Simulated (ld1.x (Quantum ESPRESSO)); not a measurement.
Results of a calculation; reference values are marked as such.
## Potentials for tellurium compared

Generated with ld1.x 7.5 (TM, RRKJ, ultrasoft, PAW), atompaw 4.2 or ONCVPSP 4.0.1. The cutoff is in Ry: for ld1.x and atompaw files where the sum of valence levels is converged to 10 mRy in a Bessel basis, for ONCV files where the hardest occupied wave has 1 mHa per electron of residual kinetic energy. The error is the largest all-electron minus pseudo excitation energy over each file’s own four to seven test configurations (ionisations up to +4, promotions, holes and added fractions of an electron), all of which were solved. The labels leave out finer settings (local radius, basis sizes, second energies), which also bear on the numbers. Spin-polarised tests are not counted. The rows are a selection from randomly drawn settings: files with unsolved tests, undetermined cutoffs or missed reference levels are left out.

A true bound ghost makes a file unfit for plane-wave use even where its test errors are small: the radial tests pick states by their node count and pass the ghost by.

```csv
potential,cutoff (Ry),largest error (meV),bound ghosts
"RRKJ, LDA (PZ), scalar-relativistic, rc 1.45/1.75/1.05 (spd), local s, core correction no, reference 4d10 5s2 5p4",140,-218,none
"TM, LDA (PZ), scalar-relativistic, rc 1.60/2.10/2.30 (spd), local s, core correction yes, reference 5s2 5p4",30,-198,none
"TM, LDA (PZ), fully relativistic, rc 1.80/2.15/1.50 (spd), local s, core correction no, reference 4d10 5s2 5p4",100,+66,none
"TM, PBEsol, scalar-relativistic, rc 1.95/1.80/1.40 (spd), local d, core correction no, reference 4d10 5s2 5p3",100,-349,"s, p"
```

Problem. Fill in the row for Te: TM, LDA (PZ), scalar-relativistic, rc 1.45/1.95/1.65 (spd), local p, core correction yes, reference 5s2 5p1.

Solution. cutoff 60 Ry, largest error -29 meV, bound ghosts: d.

Problem. Fill in the row for Te: TM, PBE, scalar-relativistic, rc 1.85/1.75/1.35 (spd), local p, core correction yes, reference 4d10 5s2 5p3.5.

Solution. cutoff 100 Ry, largest error -525 meV, bound ghosts: s.
